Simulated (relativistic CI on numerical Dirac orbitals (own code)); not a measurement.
# Ligand-field terms of d2

Computed with a parametric ligand-field model of a d^n configuration (Racah B and C, spin-orbit zeta, crystal field), exact diagonalisation.

Field parameters in Wybourne normalisation: D3d B²₀ = −7Dσ, B⁴₀ = −14Dq − 21Dτ, B⁴₃ = −14√(10/7) Dq; D4h B²₀ = −7Ds, B⁴₀ = 21(Dq − Dt), B⁴₄ = 21√(5/14) Dq; Td as Oh with Dq negative (B⁴₀ = 21Dq, B⁴₄ = √(5/14) B⁴₀). The field is a parameter set, without covalency.

(1) Ground term and bands for B = 380, C = 1910, ζ = 0 cm⁻¹, Td, 10Dq = -2650 cm⁻¹?

(2) Ground term and bands for B = 370, C = 1660, ζ = 0 cm⁻¹, D3d, 10Dq = 19000, Dσ = -270, Dτ = -240 cm⁻¹?

(3) Ground term and bands for B = 810, C = 3200, ζ = 0 cm⁻¹, D3d, 10Dq = 23950, Dσ = -1200, Dτ = 200 cm⁻¹?

(4) Ground term and bands for B = 1020, C = 4540, ζ = 0 cm⁻¹, D4h, 10Dq = 28700, Ds = -1500, Dt = 880 cm⁻¹?

(5) Ground term and bands for B = 520, C = 2240, ζ = 0 cm⁻¹, D4h, 10Dq = 10700, Ds = 2580, Dt = 330 cm⁻¹?

## Answers

(1) Ground term 3A2 with 2.00 electrons in the two orbitals of the cubic e set. Spin-allowed: 3T2 2650 cm⁻¹, 3T1 4513 cm⁻¹ (2216 nm), 3T1 9137 cm⁻¹ (1094 nm). Lowest spin-forbidden: 1E 6570 cm⁻¹ (1522 nm), 1T2 9018 cm⁻¹ (1109 nm), 1A1 10046 cm⁻¹ (995 nm). With an A2 ground term the first spin-allowed band lies at |10Dq| itself.

(2) Ground term 3A2 with 0.01 electrons in the two orbitals of the cubic e set. Spin-allowed: 3E 2474 cm⁻¹, 3A1 18034 cm⁻¹ (555 nm), 3E 18957 cm⁻¹ (528 nm), 3A2 22743 cm⁻¹ (440 nm). Lowest spin-forbidden: 1E 5720 cm⁻¹ (1748 nm), 1E 8169 cm⁻¹ (1224 nm), 1A1 8186 cm⁻¹ (1222 nm).

(3) Ground term 3A2 with 0.00 electrons in the two orbitals of the cubic e set. Spin-allowed: 3E 1050 cm⁻¹, 3A1 23152 cm⁻¹ (432 nm), 3E 24179 cm⁻¹ (414 nm), 3A2 32392 cm⁻¹ (309 nm). Lowest spin-forbidden: 1E 11153 cm⁻¹ (897 nm), 1A1 13020 cm⁻¹ (768 nm), 1E 13051 cm⁻¹ (766 nm).

(4) Ground term 3E with 0.02 electrons in the two orbitals of the cubic e set. Spin-allowed: 3A2 8118 cm⁻¹ (1232 nm), 3B2 19276 cm⁻¹ (519 nm), 3E 26943 cm⁻¹ (371 nm), 3A2 31635 cm⁻¹ (316 nm). Lowest spin-forbidden: 1A1 10429 cm⁻¹ (959 nm), 1E 15698 cm⁻¹ (637 nm), 1B2 24036 cm⁻¹ (416 nm).

(5) Ground term 3A2 with 0.01 electrons in the two orbitals of the cubic e set. Spin-allowed: 3E 4500 cm⁻¹ (2222 nm), 3E 9033 cm⁻¹ (1107 nm), 3B2 9699 cm⁻¹ (1031 nm), 3E 18334 cm⁻¹ (545 nm). Lowest spin-forbidden: 1B2 7645 cm⁻¹ (1308 nm), 1B1 7796 cm⁻¹ (1283 nm), 1A1 12212 cm⁻¹ (819 nm).
